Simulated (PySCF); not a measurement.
SMILES c1coc([SiH2]Cc2cccs2)c1 (C9H10OSSi) (GFN2-xTB optimised geometry):

```
22

C     -0.206    -2.274     0.000
C      1.156    -2.274     0.000
O      1.631    -1.023     0.000
C      0.569    -0.179    -0.003
Si     0.901     1.662    -0.043
C      0.344     2.339    -1.755
C     -1.002     1.830    -2.107
C     -2.215     2.273    -1.678
C     -3.297     1.505    -2.166
C     -2.894     0.479    -2.955
S     -1.180     0.434    -3.123
C     -0.587    -0.915     0.000
H     -0.850    -3.129    -0.001
H      1.871    -3.074     0.000
H      2.333     1.901     0.129
H      0.102     2.320     0.997
H      1.060     2.041    -2.521
H      0.328     3.429    -1.724
H     -2.333     3.129    -1.037
H     -4.327     1.711    -1.937
H     -3.489    -0.258    -3.456
H     -1.584    -0.524    -0.001
```

Computed with PBE0/def2-SVP in PySCF 2.14.0.

### Question
What are the frontier orbital energies and the dipole moment?

### Answer
HOMO-2 -7.16 eV, HOMO-1 -6.53 eV, HOMO -6.33 eV, LUMO -0.24 eV, LUMO+1 0.01 eV; dipole moment 0.57 D.

Meta-Löwdin charges at PBE0/def2-SVP: C1 -0.17, C2 0.05, O3 -0.23, C4 -0.08, Si5 0.62, C6 -0.41, C7 -0.09, C8 -0.17, C9 -0.14, C10 -0.25, S11 0.24, C12 -0.15, H13 0.12, H14 0.12, H15 -0.09, H16 -0.10, H17 0.12, H18 0.12, H19 0.11, H20 0.12, H21 0.13, H22 0.13.
